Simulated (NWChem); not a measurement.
System: ScHOF2; SMILES [Sc]([OH])([F])[F]

Excerpt of the output:

```
             Northwest Computational Chemistry Package (NWChem) 7.3.0
             --------------------------------------------------------

                             Geometry "geometry" -> ""
                             -------------------------

 Output coordinates in angstroms (scale by  1.889725989 to convert to a.u.)

  No.       Tag          Charge          X              Y              Z
 ---- ---------------- ---------- -------------- -------------- --------------
    1 Sc                  21.0000     0.00102800     0.03007500     0.00055300
    2 F                    9.0000    -1.55151700     1.00190800    -0.00124900
    3 F                    9.0000     1.59886300     0.92534900    -0.00123600
    4 O                    8.0000    -0.04355500    -1.80915800     0.00144800
    5 H                    1.0000    -0.06169300    -2.76623100     0.00208000

 Effective nuclear repulsion energy (a.u.)     205.7701636492

                              NWChem Property Module
                              ----------------------

                                 NWChem DFT Module
                                 -----------------

 Summary of "ao basis" -> "ao basis" (spherical)
 ------------------------------------------------------------------------------
       Tag                 Description            Shells   Functions and Types
 ---------------- ------------------------------  ------  ---------------------
 Sc                        def2-svpd                12       34   5s4p2d1f
 F                         def2-svpd                 9       23   4s3p2d
 O                         def2-svpd                 9       23   4s3p2d
 H                         def2-svpd                 4        8   2s2p

            General Information
            -------------------
          SCF calculation type: DFT
          Wavefunction type:  closed shell.
          No. of atoms     :     5
          No. of electrons :    48
           Alpha electrons :    24
            Beta electrons :    24
          Charge           :     0
          Spin multiplicity:     1
          Use of symmetry is: off; symmetry adaption is: off
          Maximum number of iterations: 150
          AO basis - number of functions:   111
                     number of shells:    43
          Convergence on energy requested:  1.00D-06
          Convergence on density requested:  1.00D-05
          Convergence on gradient requested:  5.00D-04

              XC Information
              --------------
                     Hartree-Fock (Exact) Exchange  1.000
                   CAM-Becke88 Exchange Functional  1.000
                      VWN V Correlation Functional  0.190 local
              Lee-Yang-Parr Correlation Functional  0.810

           Range-Separation Parameters
           ---------------------------
           Alpha           :  0.19
           Beta            :  0.46
           Gamma           :  0.33
           Short-Range HF  :     F

             Grid Information
             ----------------
          Grid used for XC integration:  medium
          Radial quadrature: Mura-Knowles
          Angular quadrature: Lebedev.
          Tag              B.-S. Rad. Rad. Pts. Rad. Cut. Ang. Pts.
          ---              ---------- --------- --------- ---------
          Sc                  1.60      112          10.0       590
          F                   0.50       49          11.0       434
          O                   0.60       49          11.0       434
          H                   0.35       45          12.0       434
          Grid pruning is: on
          Number of quadrature shells:   304
          Spatial weights used:  Erf1

      Superposition of Atomic Density Guess
      -------------------------------------

 Sum of atomic energies:       -1033.42005350

      Non-variational initial energy
      ------------------------------

 Total energy =   -1033.296100
 1-e energy   =   -1830.316175
 2-e energy   =     591.249911
 HOMO         =      -0.533294
 LUMO         =      -0.103935

   convergence    iter        energy       DeltaE   RMS-Dens  Diis-err
 ---------------- ----- ----------------- --------- --------- ---------
 d= 0,ls=0.0,diis     1  -1035.8569740790 -1.24D+03  2.13D-02  2.30D+00
 d= 0,ls=0.0,diis     2  -1035.0239819916  8.33D-01  1.20D-02  1.30D+01
 d= 0,ls=0.0,diis     3  -1036.1393368616 -1.12D+00  1.28D-03  4.72D-02
 d= 0,ls=0.0,diis     4  -1036.1426189644 -3.28D-03  5.49D-04  8.29D-03
 d= 0,ls=0.0,diis     5  -1036.1433173796 -6.98D-04  1.95D-04  1.89D-03
  Resetting Diis
 d= 0,ls=0.0,diis     6  -1036.1434885048 -1.71D-04  4.79D-05  6.32D-05
 d= 0,ls=0.0,diis     7  -1036.1434948219 -6.32D-06  9.38D-06  7.56D-07
 d= 0,ls=0.0,diis     8  -1036.1434949334 -1.12D-07  3.35D-06  3.63D-07

         Total DFT energy =    -1036.143494933413
      One electron energy =    -1834.952936431958
           Coulomb energy =      661.985359682570
    Exchange-Corr. energy =      -68.946081833221
 Nuclear repulsion energy =      205.770163649196

 Numeric. integr. density =       48.000004414311

                       DFT Final Molecular Orbital Analysis
                       ------------------------------------

 Vector   22  Occ=2.000000D+00  E=-4.598101D-01
              MO Center=  2.0D-02,  9.5D-01, -1.2D-03, r^2= 3.0D+00
   Bfn.  Coefficient  Atom+Function         Bfn.  Coefficient  Atom+Function
  ----- ------------  ---------------      ----- ------------  ---------------
    40      0.463025  2 F  py                63     -0.463927  3 F  py
    43     -0.307604  2 F  py                66      0.307918  3 F  py
     9      0.173210  1 Sc px                46     -0.081656  2 F  py
    69      0.081739  3 F  py                 6     -0.053034  1 Sc px
    39      0.046958  2 F  px                12     -0.037000  1 Sc px

 Vector   23  Occ=2.000000D+00  E=-4.121874D-01
              MO Center= -4.0D-02, -1.7D+00,  1.4D-03, r^2= 1.0D+00
   Bfn.  Coefficient  Atom+Function         Bfn.  Coefficient  Atom+Function
  ----- ------------  ---------------      ----- ------------  ---------------
    87      0.590313  4 O  pz                90      0.403324  4 O  pz
    19     -0.144689  1 Sc d -1              11     -0.100568  1 Sc pz
    93      0.078062  4 O  pz                24     -0.073538  1 Sc d -1
    14      0.059154  1 Sc pz                41     -0.053781  2 F  pz
    64     -0.053717  3 F  pz               111      0.041812  5 H  pz

 Vector   24  Occ=2.000000D+00  E=-4.033051D-01
              MO Center= -3.9D-02, -1.6D+00,  1.3D-03, r^2= 1.4D+00
   Bfn.  Coefficient  Atom+Function         Bfn.  Coefficient  Atom+Function
  ----- ------------  ---------------      ----- ------------  ---------------
    85      0.591736  4 O  px                88      0.404136  4 O  px
     9     -0.137851  1 Sc px                39      0.126498  2 F  px
    62      0.124619  3 F  px                42     -0.090226  2 F  px
    65     -0.089238  3 F  px                91      0.075243  4 O  px
    18     -0.069328  1 Sc d -2              12      0.061996  1 Sc px

 Vector   25  Occ=0.000000D+00  E=-5.085660D-02
              MO Center=  4.2D-04, -1.2D-02,  3.1D-03, r^2= 3.9D+00
   Bfn.  Coefficient  Atom+Function         Bfn.  Coefficient  Atom+Function
  ----- ------------  ---------------      ----- ------------  ---------------
     4      0.929546  1 Sc s                 84     -0.629748  4 O  s
    20      0.491540  1 Sc d  0               5      0.435669  1 Sc s
     3     -0.319985  1 Sc s                 25      0.266689  1 Sc d  0
   105      0.200639  5 H  s                 38     -0.158172  2 F  s
    61     -0.157815  3 F  s                 13     -0.132523  1 Sc py

 Vector   26  Occ=0.000000D+00  E= 1.223191D-02
              MO Center=  3.0D-03,  6.6D-02,  9.3D-04, r^2= 1.2D+00
   Bfn.  Coefficient  Atom+Function         Bfn.  Coefficient  Atom+Function
  ----- ------------  ---------------      ----- ------------  ---------------
    21      0.788554  1 Sc d  1              26      0.360475  1 Sc d  1
    64     -0.160760  3 F  pz                41      0.159464  2 F  pz
    67      0.137741  3 F  pz                44     -0.136681  2 F  pz
   102      0.031590  4 O  d  1

 Vector   27  Occ=0.000000D+00  E= 1.402072D-02
              MO Center=  5.6D-04,  5.2D-02,  9.9D-04, r^2= 2.6D+00
   Bfn.  Coefficient  Atom+Function         Bfn.  Coefficient  Atom+Function
  ----- ------------  ---------------      ----- ------------  ---------------
    19      0.739514  1 Sc d -1              17      0.371715  1 Sc pz
    24      0.359447  1 Sc d -1              87      0.154326  4 O  pz
    90      0.139324  4 O  pz               111      0.138266  5 H  pz
    41      0.117053  2 F  pz                93     -0.117344  4 O  pz
    64      0.115254  3 F  pz                14      0.112162  1 Sc pz

     Multipole analysis of the density
     ---------------------------------

     L   x y z        total         alpha         beta         nuclear
     -   - - -        -----         -----         ----         -------
     0   0 0 0     -0.000000    -24.000000    -24.000000     48.000000

     1   1 0 0     -0.019850     -0.045423     -0.045423      0.070995
     1   0 1 0     -0.964295     -1.178883     -1.178883      1.393471
     1   0 0 1      0.003587     -0.000958     -0.000958      0.005503

[...]

 DFT Linear Response polarizability / au
 Frequency  =       0.0000000 / au
              X              Y              Z
 -----------------------------------------------
 X      33.8464698      0.1300194     -0.0002987
 Y       0.1300194     39.7363887     -0.0142677
 Z      -0.0002987     -0.0142677     23.9597777
 -----------------------------------------------
 Eigenvalues =      33.8436010     39.7392703     23.9597648
 Isotropic   =      32.5142120
 Anisotropic =      13.8101762
 -----------------------------------------------

 Magnetic Dipole Response Matrix (nonzero elements):

 Exiting AOResponse driver routine
```

Level: CAM-B3LYP/def2-SVPD. The geometry was optimised at PBE0/def2-SVP.

Q: Write an input that gives this output.

A: One answer among several that fit: the input that was run:
```
start job
memory heap 200 mb stack 900 mb global 1100 mb
geometry units angstroms noautosym nocenter noautoz
  Sc     0.001028     0.030075     0.000553
  F     -1.551517     1.001908    -0.001249
  F      1.598863     0.925349    -0.001236
  O     -0.043555    -1.809158     0.001448
  H     -0.061693    -2.766231     0.002080
end
basis spherical
  * library def2-svpd
end
dft
  xc xcamb88 1.00 lyp 0.81 vwn_5 0.19 hfexch 1.00
  cam 0.33 cam_alpha 0.19 cam_beta 0.46
  iterations 150
end
property
  response 1 0.0
end
task dft property
```
